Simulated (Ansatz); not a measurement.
Species: C₂H₂F₂ (charge 0, singlet). SMILES: F/C=C/F
Geometry: optimised at B3LYP-D3(BJ)/def2-TZVP (Ansatz, a program for electronic structure).

Quantity: atomisation energy (electronic, to ground-state atoms), in kcal/mol. Cores are frozen in the correlated levels unless marked. Open shells are spin-unrestricted. Spin-orbit coupling is left out. No relativistic terms. The coupled-cluster limit lacks core correlation, which all-electron functionals hold. Basis-set limits of correlation are two-point, X^-3; Hartree-Fock from the larger set. [CCSD(T)-MP2]/basis is that difference in the basis named.

```tsv
level	program	atomisation energy (kcal/mol)
SVWN5/def2-TZVPD	Ansatz	685.8
revPBE-D4/def2-TZVPD	Ansatz + dftd4	580.2
r2SCAN0-D4/def2-TZVPD	Ansatz + dftd4	…
wB97M-V/def2-TZVPD	Ansatz	576.7
B2PLYP-D3(BJ)/def2-TZVPD	Ansatz + dftd3	570.8
CCSD/aug-cc-pVDZ	Ansatz	…
RI-MP2/CBS(aug-cc-pVTZ,aug-cc-pVQZ)+[CCSD(T)-MP2]/aug-cc-pVTZ	Ansatz	…
```

Question: What belongs in the gaps?

Answer: 
- r2SCAN0-D4/def2-TZVPD, atomisation energy (kcal/mol): 561.3
- CCSD/aug-cc-pVDZ, atomisation energy (kcal/mol): 523.8
- RI-MP2/CBS(aug-cc-pVTZ,aug-cc-pVQZ)+[CCSD(T)-MP2]/aug-cc-pVTZ, atomisation energy (kcal/mol): 575.0
